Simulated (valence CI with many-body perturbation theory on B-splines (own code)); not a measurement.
**E1 transitions of Fe¹¹⁺**

Method: configuration interaction combined with many-body perturbation theory (CI+MBPT): five valence electrons over a frozen Dirac-Fock core [Ne], radial functions for each j: 11 s, 11 p, 10 d, 8 f, 5 g, 2 h, with the one-electron correlation potential Σ1 (screened to all orders), the two-electron term Σ2, the three-electron term Σ3, Breit, model QED; selected single and double excitations, second order for the rest, scaled by the run's own slope (own B-spline code, finite nucleus).

No measured levels were compared; by estimate levels of excited configurations hold to 0.05 to 0.15 % of their energy, terms of the ground configuration to about 0.5 %. Among the levels kept, up to 3200 cm⁻¹ of a level comes from second order outside the variational space, and about a tenth of that is noise between levels of different J, which matters for small intervals.

Lines 51 to 100 of 574 in falling wavelength, among levels below 1068100 cm⁻¹, chosen from the strongest by gf and those to the six lowest levels. Wavelengths and rates use the calculated energies, so an error of 200 cm⁻¹ moves a line at 31.02 nm by 0.062 % and its rate by three times that or more. Electric multipoles are in the length gauge with retardation, E1 and E2 with the static RPA response of the core. Weak lines are less certain than strong ones. Lines between different terms over intervals too small for the method are left out, as are lines whose strength nearly cancels. Where a level lies close to another of its J and parity, the split of strength between their lines is uncertain. The highest levels of a list are the least certain.

Names give the largest LS component (configuration and term), which can be under half, so a name can repeat, a term be missing and a line seem to break the LS rules; names also repeat where a configuration has a term twice. Letters in brackets count levels of one name in rising energy.

```
λ vac (nm)                Upper                Lower   A (s⁻¹)  log gf  Branch %
     31.02  3s3p³3d ⁴D°_7/2 [b]      3s²3p²3d ⁴D_5/2  1.96e+09   -0.65      24.8
     30.96         3p⁴3d ⁴F_9/2     3s3p³3d ⁴G°_11/2  4.33e+09   -0.21      36.9
     30.95  3s3p³3d ²F°_5/2 [d]  3s²3p²3d ²F_5/2 [b]  1.69e+09   -0.84       2.5
     30.83      3s3p²3d² ⁶G_9/2     3s3p³3d ⁴G°_11/2  7.16e+08   -0.99      37.3
     30.79         3p⁴3d ⁴F_9/2      3s3p³3d ⁴G°_9/2  7.21e+08   -0.99       6.1
     30.76  3s3p³3d ⁴F°_7/2 [b]      3s²3p²3d ⁴D_5/2  2.04e+09   -0.64      18.8
     30.68  3s3p³3d ⁴F°_5/2 [b]      3s²3p²3d ⁴D_5/2  1.39e+09   -0.93      13.7
     30.67         3p⁴3d ⁴D_7/2  3s3p³3d ⁴F°_9/2 [a]  6.68e+09   -0.12      48.6
     30.49         3p⁴3d ²P_1/2  3s3p³3d ²S°_1/2 [a]  3.72e+09   -0.98      30.2
     30.46  3s3p³3d ²G°_7/2 [b]      3s²3p²3d ²G_7/2  4.41e+09   -0.31      20.1
     30.44  3s3p³3d ²D°_3/2 [a]  3s²3p²3d ²F_5/2 [a]  3.10e+09   -0.76      39.1
     30.38  3s3p³3d ²D°_5/2 [c]  3s²3p²3d ²D_5/2 [a]  1.39e+09   -0.94       2.3
     30.38         3p⁴3d ⁴D_5/2  3s3p³3d ⁴F°_7/2 [a]  6.72e+09   -0.25      50.6
     30.35  3s3p³3d ²F°_7/2 [a]      3s²3p²3d ⁴D_7/2  1.17e+09   -0.89      16.7
     30.35  3s3p³3d ⁴F°_9/2 [b]  3s²3p²3d ²F_7/2 [a]  2.54e+09   -0.45      31.3
     30.31         3s3p⁴ ²S_1/2       3s²3p³ ²P°_3/2  7.11e+09   -0.71      84.3
     30.30         3p⁴3d ⁴F_7/2      3s3p³3d ⁴G°_9/2  4.27e+09   -0.33      31.5
     30.28  3s3p³3d ⁴F°_5/2 [b]      3s²3p²3d ⁴D_3/2  4.28e+09   -0.45      42.2
     30.23  3s3p³3d ⁴F°_7/2 [b]  3s²3p²3d ²F_7/2 [a]  1.88e+09   -0.69      17.3
     30.19  3s3p³3d ⁴F°_3/2 [b]      3s²3p²3d ⁴D_3/2  2.30e+09   -0.90      23.8
     30.17         3p⁴3d ⁴F_7/2      3s3p³3d ⁴G°_7/2  9.62e+08   -0.98       7.1
     30.12  3s3p³3d ⁴D°_7/2 [b]      3s²3p²3d ⁴F_9/2  1.41e+09   -0.81      17.9
     30.09  3s3p³3d ⁴F°_3/2 [b]      3s²3p²3d ⁴D_1/2  4.70e+09   -0.59      48.6
     30.07  3s3p³3d ²G°_9/2 [b]      3s²3p²3d ²G_9/2  9.92e+09    0.13      50.3
     30.02         3p⁴3d ⁴D_3/2  3s3p³3d ⁴F°_5/2 [a]  7.13e+09   -0.41      53.8
     29.98  3s3p³3d ⁴F°_9/2 [b]      3s²3p²3d ⁴F_9/2  2.58e+09   -0.46      31.7
     29.90  3s3p³3d ⁴P°_5/2 [b]      3s²3p²3d ⁴F_7/2  1.52e+09   -0.91       6.8
     29.87         3p⁴3d ²P_3/2  3s3p³3d ²S°_1/2 [a]  2.94e+09   -0.80      25.3
     29.87  3s3p³3d ⁴P°_3/2 [a]      3s²3p²3d ⁴F_5/2  1.80e+09   -1.02      17.0
     29.84  3s3p³3d ²D°_3/2 [d]  3s²3p²3d ²D_3/2 [b]  3.76e+09   -0.70       6.1
     29.81         3p⁴3d ⁴F_5/2      3s3p³3d ⁴G°_7/2  4.42e+09   -0.45      32.6
     29.74         3s3p⁴ ²S_1/2       3s²3p³ ²P°_1/2  8.95e+08   -1.62      10.6
     29.70  3s3p³3d ⁴D°_3/2 [d]      3s²3p²3d ⁴P_1/2  2.80e+09   -0.83       4.0
     29.67         3p⁴3d ⁴D_1/2  3s3p³3d ⁴F°_3/2 [a]  9.16e+09   -0.62      67.8
     29.61  3s3p³3d ²F°_7/2 [c]  3s²3p²3d ²D_5/2 [a]  1.05e+09   -0.96       1.5
     29.59         3p⁴3d ⁴F_3/2      3s3p³3d ⁴G°_5/2  5.47e+09   -0.54      38.0
     29.58  3s3p³3d ⁴D°_1/2 [d]      3s²3p²3d ⁴P_1/2  5.99e+09   -0.80       8.2
     29.55  3s3p³3d ²F°_7/2 [b]      3s²3p²3d ²G_7/2  5.28e+09   -0.26      30.6
     29.53  3s3p³3d ²D°_5/2 [d]  3s²3p²3d ²D_5/2 [b]  3.72e+09   -0.53       6.3
     29.44  3s3p³3d ⁴D°_3/2 [d]      3s²3p²3d ⁴P_3/2  3.10e+09   -0.79       4.5
     29.42  3s3p³3d ⁴D°_5/2 [c]      3s²3p²3d ⁴P_3/2  5.53e+09   -0.37       7.7
     29.36  3s3p³3d ²P°_1/2 [c]  3s²3p²3d ²D_3/2 [c]  6.17e+09   -0.80       6.3
     29.33  3s3p³3d ²P°_3/2 [d]  3s²3p²3d ²D_5/2 [c]  3.52e+09   -0.74       3.5
     29.27  3s3p³3d ⁴F°_7/2 [b]      3s²3p²3d ⁴F_7/2  1.39e+09   -0.85      12.8
     29.11  3s²3p²3d ²P_3/2 [a]       3s²3p³ ²D°_5/2  7.51e+09   -0.42      80.4
     29.08  3s3p³3d ²F°_5/2 [c]  3s²3p²3d ²D_3/2 [a]  1.94e+09   -0.83       3.2
     29.07         3p⁴3d ⁴D_7/2  3s3p³3d ⁴D°_7/2 [a]  4.45e+09   -0.35      32.4
     29.07         3p⁴3d ⁴D_5/2  3s3p³3d ⁴D°_5/2 [a]  3.17e+09   -0.62      23.9
     29.07         3p⁴3d ⁴D_3/2  3s3p³3d ⁴D°_3/2 [a]  2.30e+09   -0.93      17.4
     29.06  3s3p³3d ⁴D°_5/2 [c]      3s²3p²3d ⁴P_5/2  3.40e+09   -0.59       4.7
```

(1) How does gf follow from A for the line at 29.06 nm?

Results:

(1) gf = 1.4992 × (2J+1)_upper × A / σ², with σ = 344131 cm⁻¹ and 2J+1 = 6: gf = 0.258.
